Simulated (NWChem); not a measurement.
System: C$_{2}$H$_{5}$ClSn; SMILES C=[CH][SnH2][Cl]

```xyz
9

Sn    -0.6540    -0.0401     0.0000
Cl     0.9548     1.7218     0.0000
C      0.5531    -1.8168     0.0000
C      1.8952    -1.7453     0.0000
H     -1.6035     0.1668     1.4312
H     -1.6035     0.1668    -1.4312
H      0.0423    -2.7966     0.0000
H      2.5226    -2.6545     0.0000
H      2.4229    -0.7754     0.0000
```
Atoms are numbered in this order, from 1.

Results from NWChem. Medium grid unless said otherwise, to which SCAN and Minnesota functionals are sensitive. Structure relaxed at the PBE-D3(BJ)/def2-SVP level. def2 effective core potentials on Sn; no spin-orbit coupling. B3LYP is NWChem's, with the RPA form of VWN correlation.

**Question.** Order these by “dipole (D)”, lowest first: SCAN/def2-SVP; B3LYP/def2-SVP; PBE/def2-SVP; LRC-wPBEh/def2-SVP.

**Answer.** PBE/def2-SVP (2.59), B3LYP/def2-SVP (2.66), SCAN/def2-SVP (2.76), LRC-wPBEh/def2-SVP (2.81)
